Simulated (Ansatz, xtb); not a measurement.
A geometry optimisation of CH4GaS with r2SCAN-D4/def2-SVP

The starting geometry of this gas-phase doublet was built from a drawn formula by distance geometry and a force field; its bonds are those of `[CH]1[SH+][GaH2-]1`.

```xyz
7

C    -0.2104    0.3359   -0.9261
Ga   -0.3103   -0.0543    1.0217
S    -1.8699    0.7384   -0.4997
H    -0.1797   -0.6589   -1.4583
H    -1.9848    2.0817   -0.2535
H     0.2847    1.0903    1.9752
H    -0.5604   -1.6173    1.3391
```

Q: Predict what it relaxes into with r2SCAN-D4/def2-SVP.

A: A bond breaks, leaving `S[CH][GaH2]`. Contacts that open: Ga2–S3 (2.32 → 3.25 Å).

The energy falls by 1.47 eV over 14 steps:

```csv
step,E − E(last) (eV)
1,1.468
2,0.891
4,0.547
5,0.431
7,0.247
8,0.193
10,0.011
11,0.005
13,0.000
14,0.000
```

Final geometry (Å):

```yaml
atoms:
  - { symbol: C, position_ang: [-0.7810, 0.0085, -0.6747] }
  - { symbol: Ga, position_ang: [-0.2142, -0.2585, 1.1422] }
  - { symbol: S, position_ang: [-1.5586, 1.4098, -1.3045] }
  - { symbol: H, position_ang: [-0.6473, -0.7353, -1.4718] }
  - { symbol: H, position_ang: [-1.6059, 2.1479, -0.1669] }
  - { symbol: H, position_ang: [-0.5031, 0.9335, 2.1161] }
  - { symbol: H, position_ang: [0.4792, -1.5900, 1.5578] }
```

From the same start GFN2-xTB reaches the same bonding as this run.

No frequencies were run, so the end isn't proven a minimum. Open shells are spin-unrestricted. Run with Ansatz 0.2.0, 64 s on 2 threads of Arm Neoverse V2, with other jobs on the host.
